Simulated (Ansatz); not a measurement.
Reaction (homolysis of the Al–B bond): `O[B](O[SiH3])[AlH][F]` → `[F][AlH]`• + `O[B]O[SiH3]`•

Computed with Ansatz on PBE0-D4/def2-TZVP structures; ΔE is electronic, products minus reactants. CCSD(T)/CBS is the MP2 limit (def2-TZVPP, def2-QZVPP) plus CCSD(T) − MP2 in def2-TZVPP, frozen cores. This one scheme is used for every species. DFT in def2-TZVPP. B3LYP here is the variant with VWN-RPA as its local correlation; programs differ in this. HSE06 is defined as in plane-wave codes. No spin–orbit coupling; open shells (•) take unrestricted orbitals. One conformer a species, not always the lowest.

```tsv
level	ΔE (kJ/mol)	difference from CCSD(T)/CBS
LDA (SPW92)	343.8	15.9
revPBE-D4	297.4	-30.5
BLYP-D4	302.1	-25.8
r2SCAN-D4	295.1	-32.8
PBE0-D4	308.5	-19.4
B3LYP-D4	309.1	-18.8
r2SCANh-D4	294.9	-33.0
r2SCAN0-D4	294.8	-33.1
BHLYP-D4	311.3	-16.6
CAM-B3LYP-D4	313.8	-14.1
ωB97X-V	332.5	4.6
ωB97M-V	333.5	5.6
B2PLYP	307.0	-20.9
PBE-QIDH	312.3	-15.6
PBE	299.1	-28.8
BLYP	286.3	-41.6
r2SCAN	292.9	-35.0
PBE0	301.3	-26.6
B3LYP	296.2	-31.7
r2SCANh	292.5	-35.4
r2SCAN0	292.1	-35.8
HSE06	301.4	-26.5
BHLYP	299.6	-28.3
CAM-B3LYP	306.1	-21.8
LC-ωPBE	305.3	-22.6
RPA@PBE/def2-TZVPP	306.6	-21.3
HF/def2-SVP	230.6	-97.3
MP2/def2-SVP	308.4	-19.5
CCSD(T)/def2-SVP	313.5	-14.4
HF/def2-TZVPP	219.3	-108.6
MP2/def2-TZVPP	315.7	-12.2
SCS-MP2/def2-TZVPP	321.3	-6.6
CCSD/def2-TZVPP	314.0	-13.9
CCSD(T)/def2-TZVPP	320.5	-7.4
HF/def2-QZVPP	217.4	-110.5
MP2/def2-QZVPP	319.3	-8.6
SCS-MP2/def2-QZVPP	325.8	-2.1
HF/CBS(def2)	217.2	-110.7
MP2/CBS(def2)	323.1	-4.8
CCSD/CBS(def2)	321.3	-6.6
CCSD(T)/CBS	327.9	0
```

Largest T1 diagnostic among the species: 0.016.

Leaving LDA and LC-ωPBE aside and taking each functional with its dispersion term where it has one, the values spread over 38.8 kJ/mol, from r2SCAN0-D4 to ωB97M-V. LDA lies +44.7 kJ/mol from PBE without D4, its usual overbinding. From BLYP to BHLYP (50 % exact exchange), in def2-TZVPP and without D4, ΔE moves by +13.2 kJ/mol. At CCSD(T), def2-SVP lies −14.4 kJ/mol from the extrapolated value and def2-TZVPP −7.4 kJ/mol: correlation converges slowly with the basis, and small sets miss more of it in the bonded molecule than in its fragments.
